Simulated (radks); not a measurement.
Values are calculated unless marked as measured or tabulated.
Problem. Ionisation of La29+, [Ar] 3d10, to La30+, [Ar] 3d9, under several functionals. Scalar-relativistic Kohn-Sham, spin-polarised, spherical densities, finite nucleus; open shells are filled with parallel spins first (spin-orbit coupling, left out, can overturn this in heavy ions); a radial shooting solver on a logarithmic mesh with Libxc functionals. Known Delta-SCF values: B86b exchange with PBE correlation 1807.1 eV; RPBE 1807.0 eV; Wu-Cohen GGA 1807.0 eV. What does exchange-only PBE give, and what is its highest occupied eigenvalue?

Solution. 1804.9 eV by Delta-SCF; the 3d eigenvalue is -1762.6 eV. NIST: 1800 eV (theoretical).
